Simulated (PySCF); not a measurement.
Silver: a sound run and one with changed settings

Sound run: Ag+ [Kr] 4d10, Ag(2+) [Kr] 4d9. Calculation: PySCF 2.14, in aug-cc-pVDZ-PP with ECP28MDF; a scalar-relativistic core potential. The sound run starts from symmetry-adapted Hartree-Fock orbitals and uses a fine grid where one is needed.

Changed run: 14 angular points. This setting is unsound on purpose.

| species | method | sound run (hartree) | changed run (hartree) | converged |
| --- | --- | --- | --- | --- |
| Ag+ | UHF | -145.82053 | -145.82053 | yes |
| Ag+ | BP86 | -146.72454 | -146.72454 | yes |
| Ag+ | r2SCAN | -146.66841 | -146.66841 | yes |
| Ag(2+) | UHF | -145.09545 | -145.09545 | yes |
| Ag(2+) | BP86 | -145.92163 | -145.94320 | yes |
| Ag(2+) | r2SCAN | -145.87674 | -145.91931 | yes |

Ionisation energy of Ag+:

| method | sound run (eV) | changed run (eV) |
| --- | --- | --- |
| UHF | 19.730 | 19.730 |
| BP86 | 21.848 | 21.261 |
| r2SCAN | 21.542 | 20.384 |

A coarse angular grid integrates products of high-l functions wrongly, so density functionals can shift, and the SCF can exploit the error; Hartree-Fock and MP2 need no grid.

For comparison, NIST gives 21.484 eV between the lowest levels.
